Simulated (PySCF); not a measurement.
CH7ClO2Si2 (SMILES C[Si](O)(O)[SiH2]Cl), singlet, at a GFN2-xTB geometry; DF-PBE/6-31G** (PySCF).

The PySCF input:
```python
from pyscf import gto, scf, dft

mol = gto.M(
    atom='''
Si    1.21726377   -0.24953734   -0.63991059
Cl    1.57151952   -1.90664297    0.49116994
Si   -0.77321940    0.71566838   -0.01734826
C    -2.30916511   -0.39880863   -0.22465286
O    -0.77154882    1.33854712    1.49923645
O    -0.81965775    2.01196224   -0.99521852
H     2.42144539    0.57095560   -0.46307175
H     1.25221258   -0.72523279   -2.02658960
H    -2.20270625   -1.33317436    0.31967444
H    -3.21122714    0.08889802    0.13890902
H    -2.47261924   -0.65134075   -1.26778734
H    -0.74252494    0.77589323    2.26674068
H    -1.39239017    2.74987396   -0.80036647
''',
    basis='6-31g**',
    verbose=4,
    max_memory=1800,
)

mf = dft.RKS(mol)
mf.xc = 'pbe'
mf = mf.density_fit(auxbasis='def2-universal-jkfit')
mf.kernel()
```

Q: Write the output that PySCF gives for this input, abridged.

A: 
```
PySCF version 2.14.0

[INPUT] verbose = 4
[INPUT] num. atoms = 13
[INPUT] num. electrons = 74
[INPUT] charge = 0
[INPUT] spin (= nelec alpha-beta = 2S) = 0
[INPUT] symmetry False subgroup None
[INPUT] Mole.unit = angstrom
[INPUT] Symbol           X                Y                Z      unit          X                Y                Z       unit  Magmom
[INPUT]  1 Si     1.217263770000  -0.249537340000  -0.639910590000 AA    2.300295146656  -0.471557230452  -1.209255759309 Bohr   0.0
[INPUT]  2 Cl     1.571519520000  -1.906642970000   0.491169940000 AA    2.969741492208  -3.603033030627   0.928176667219 Bohr   0.0
[INPUT]  3 Si    -0.773219400000   0.715668380000  -0.017348260000 AA   -1.461172900201   1.352417234211  -0.032783460138 Bohr   0.0
[INPUT]  4 C     -2.309165110000  -0.398808630000  -0.224652860000 AA   -4.363689634301  -0.753639086813  -0.424532378500 Bohr   0.0
[INPUT]  5 O     -0.771548820000   1.338547120000   1.499236450000 AA   -1.458015961531   2.529487461625   2.833146286465 Bohr   0.0
[INPUT]  6 O     -0.819657750000   2.011962240000  -0.995218520000 AA   -1.548928663377   3.802057606566  -1.880690436895 Bohr   0.0
[INPUT]  7 H      2.421445390000   0.570955600000  -0.463071750000 AA    4.575868612691   1.078949713287  -0.875078783523 Bohr   0.0
[INPUT]  8 H      1.252212580000  -0.725232790000  -2.026589600000 AA    2.366338825935  -1.370491349654  -3.829699310892 Bohr   0.0
[INPUT]  9 H     -2.202706250000  -1.333174360000   0.319674440000 AA   -4.162511545368  -2.519334416692   0.604097140624 Bohr   0.0
[INPUT] 10 H     -3.211227140000   0.088898020000   0.138909020000 AA   -6.068339818370   0.167992910816   0.262500004032 Bohr   0.0
[INPUT] 11 H     -2.472619240000  -0.651340750000  -1.267787340000 AA   -4.672573173930  -1.230855631269  -2.395770856791 Bohr   0.0
[INPUT] 12 H     -0.742524940000   0.775893230000   2.266740680000 AA   -1.403168777259   1.466225706604   4.283519080610 Bohr   0.0
[INPUT] 13 H     -1.392390170000   2.749873960000  -0.800366470000 AA   -2.631236079837   5.196508661473  -1.512473427585 Bohr   0.0

nuclear repulsion = 458.559255644911
number of shells = 63
number of NR pGTOs = 283
number of NR cGTOs = 131
basis = 6-31g**
ecp = {}

******** <class 'pyscf.df.df_jk.DFRKS'> ********
method = DFRKS
initial guess = minao
damping factor = 0
level_shift factor = 0
DIIS = <class 'pyscf.scf.diis.CDIIS'>
diis_start_cycle = 1
diis_space = 8
diis_damp = 0
SCF conv_tol = 1e-09
SCF conv_tol_grad = None
SCF max_cycles = 50
direct_scf = False
XC library pyscf.dft.libxc version 7.1.2
    S. Lehtola, C. Steigemann, M. J. T. Oliveira, and M. A. L. Marques,  SoftwareX 7, 1–5 (2018)
XC functionals = pbe
    J. P. Perdew, K. Burke, and M. Ernzerhof,  Phys. Rev. Lett. 77, 3865 (1996)
    J. P. Perdew, K. Burke, and M. Ernzerhof,  Phys. Rev. Lett. 78, 1396 (1997)
    J. P. Perdew, K. Burke, and M. Ernzerhof,  Phys. Rev. Lett. 77, 3865 (1996)
    J. P. Perdew, K. Burke, and M. Ernzerhof,  Phys. Rev. Lett. 78, 1396 (1997)
radial grids:
    Treutler-Ahlrichs [JCP 102, 346 (1995); DOI:10.1063/1.469408] (M4) radial grids

becke partition: Becke, JCP 88, 2547 (1988); DOI:10.1063/1.454033
pruning grids: <function nwchem_prune>
grids dens level: 3
symmetrized grids: False
atomic radii adjust function: <function treutler_atomic_radii_adjust>
small_rho_cutoff = 0
Set gradient conv threshold to 3.16228e-05
Initial guess from minao.
tot grids = 168184
init E= -1231.71813435008
  HOMO = -0.298544920308994  LUMO = -0.08196296988049  gap/eV = 5.89350
cycle= 1 E= -1231.04792100673  delta_E= 0.67  |g|= 1.17  |ddm|= 3.31
  HOMO = -0.0846330840280278  LUMO = -0.0197109418174239  gap/eV = 1.76662
cycle= 2 E= -1230.0980054213  delta_E= 0.95  |g|=  2.4  |ddm|= 4.15
  HOMO = -0.212110276640597  LUMO = -0.0274533116346221  gap/eV = 5.02477
cycle= 3 E= -1231.30286741512  delta_E= -1.2  |g|= 0.269  |ddm|= 3.46
  HOMO = -0.232105144302269  LUMO = -0.039872406253326  gap/eV = 5.23092
cycle= 4 E= -1231.31831925567  delta_E= -0.0155  |g|= 0.134  |ddm|= 0.439
  HOMO = -0.229575273119092  LUMO = -0.042053427436088  gap/eV = 5.10273
cycle= 5 E= -1231.32265602033  delta_E= -0.00434  |g|= 0.0322  |ddm|= 0.158
  HOMO = -0.227559392597394  LUMO = -0.0389810074715586  gap/eV = 5.13148
cycle= 6 E= -1231.32291354766  delta_E= -0.000258  |g|= 0.0119  |ddm|= 0.0465
  HOMO = -0.227770931248813  LUMO = -0.0388525013010992  gap/eV = 5.14073
cycle= 7 E= -1231.32294014061  delta_E= -2.66e-05  |g|= 0.0039  |ddm|= 0.0149
  HOMO = -0.227854632225151  LUMO = -0.0390495649538058  gap/eV = 5.13765
cycle= 8 E= -1231.32294352906  delta_E= -3.39e-06  |g|= 0.000726  |ddm|= 0.0048
  HOMO = -0.227825814529755  LUMO = -0.0390125769990441  gap/eV = 5.13787
cycle= 9 E= -1231.32294367797  delta_E= -1.49e-07  |g|= 0.000135  |ddm|= 0.000994
  HOMO = -0.227839991920208  LUMO = -0.039022732203112  gap/eV = 5.13798
cycle= 10 E= -1231.3229436828  delta_E= -4.83e-09  |g|= 5.06e-05  |ddm|= 0.000253
  HOMO = -0.227838948852733  LUMO = -0.0390211597288772  gap/eV = 5.13799
cycle= 11 E= -1231.32294368342  delta_E= -6.23e-10  |g|= 2.42e-05  |ddm|= 0.000104
  HOMO = -0.22783872710556  LUMO = -0.0390218586476738  gap/eV = 5.13797
Extra cycle  E= -1231.32294368322  delta_E= 2.03e-10  |g|= 3.42e-05  |ddm|= 8.9e-05
converged SCF energy = -1231.32294368322
```
